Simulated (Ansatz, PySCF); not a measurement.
Stretching the Ga1–H2 bond in BrGaH2 (SMILES [GaH2][Br]) (multiplicity 1 held, fragments rigid). Energies count from the point at 1.557 Å.
Geometry at that point (charge 0, multiplicity 1):
```xyz
4

Ga    -0.62727    -0.97642     0.15642
H     -0.07053    -1.95941     1.22858
H     -1.89601    -1.10175    -0.73821
Br     0.61177     0.95229    -0.15255
```

Restricted levels (R-, RO-) in cc, def2 and unpolarised 6-31G sets keep to the state of the molecule at rest. U- levels take the lowest unrestricted solution at each point, which mixes spins at long bonds. Active spaces are followed from a long bond inwards. Levels need not reach the same state.

Frozen-core correlation. Filled d and f shells under p-block atoms count as core. Rows in 3-21G, LANL2DZ carry no dispersion term and start afresh at each structure; the Pople sets are all-electron and without relativity. LANL2DZ brings its own core potentials from Na on.

Codes used: Ansatz (Gaussian orbitals); PySCF for 3-21G rows, LANL2DZ rows. Values without a source in brackets are computed.

```json
[
 {"level": "R-HF/3-21G", "energy at R = 4.984 Å (eV)": "7.135"},
 {"level": "U-PBE/cc-pVTZ", "energy at R = 4.984 Å (eV)": "3.347"},
 {"level": "R-r2SCAN/cc-pVTZ", "energy at R = 4.984 Å (eV)": "?"},
 {"level": "R-B3LYP/LANL2DZ", "energy at R = 4.984 Å (eV)": "?"},
 {"level": "U-B3LYP/LANL2DZ", "energy at R = 4.984 Å (eV)": "3.497"},
 {"level": "U-CCSD/cc-pVTZ", "energy at R = 4.984 Å (eV)": "3.520"},
 {"level": "FIC-NEVPT4(SD) on CASSCF(2,2)/cc-pVTZ", "energy at R = 4.984 Å (eV)": "3.518"},
 {"level": "FIC-MRCISD on CASSCF(2,2)/cc-pVTZ", "energy at R = 4.984 Å (eV)": "3.508"},
 {"level": "FIC-MRCISD+Q on CASSCF(2,2)/cc-pVTZ", "energy at R = 4.984 Å (eV)": "3.544"}
]
```

Q: Some entries are withheld; supply them.

A: 
- R-r2SCAN/cc-pVTZ, energy at R = 4.984 Å (eV): 4.903
- R-B3LYP/LANL2DZ, energy at R = 4.984 Å (eV): 5.210

Doubts at one or more of the structures used: a restricted determinant that unrestricted orbitals would lower (R-HF/3-21G, R-r2SCAN/cc-pVTZ); a spin-contaminated determinant (U-PBE/cc-pVTZ, U-B3LYP/LANL2DZ, U-CCSD/cc-pVTZ).

Ansatz is a first-principles code.
